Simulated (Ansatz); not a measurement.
Input file for Ansatz (a quantum-chemistry and plane-wave program): R-r2SCAN/def2-TZVPP on H2PbS (SMILES [SH][PbH]), a point of a torsion scan. Elements past Kr take the def2 small-core potentials; no spin–orbit coupling.

Ansatz 0.2 input:
```yaml
crystal:
  periodic: [false, false, false]
  atoms:
    - {symbol: S, position_ang: [-1.36368425, 0.62814787, 0.17821043]}
    - {symbol: Pb, position_ang: [1.17431026, 0.81777092, -0.04606488]}
    - {symbol: H, position_ang: [-1.49712384, -0.60815695, -0.26737386]}
    - {symbol: H, position_ang: [1.20101375, 0.49447921, -1.86471824]}
basis:
  gaussian:
    orbitals: def2-TZVPP
hamiltonian:
  xc: {name: r2SCAN}
scf: {lower_state_search: off}
```

The head of its log:

```
WARN ansatz: RAYON_NUM_THREADS=1 ignored (pool sized by the plan → 1); use --threads N
Functional definition: r2SCAN
these checks for a lower state are left out or cut short: stability, starts, cluster_reference, orbital_swaps, neighbouring_geometries, increment
integrals: 0.04 GiB planned
784 factors; their error is unknown
mean field: 0.32 GiB planned
mean field evaluation 1: about -16116.5826 eV, gradient 2.4e1 eV
mean field evaluation 2: about -16089.4234 eV, gradient 8.0e1 eV
```

Problem. Give the final energy of this run.

Solution. -592.3468 hartree.
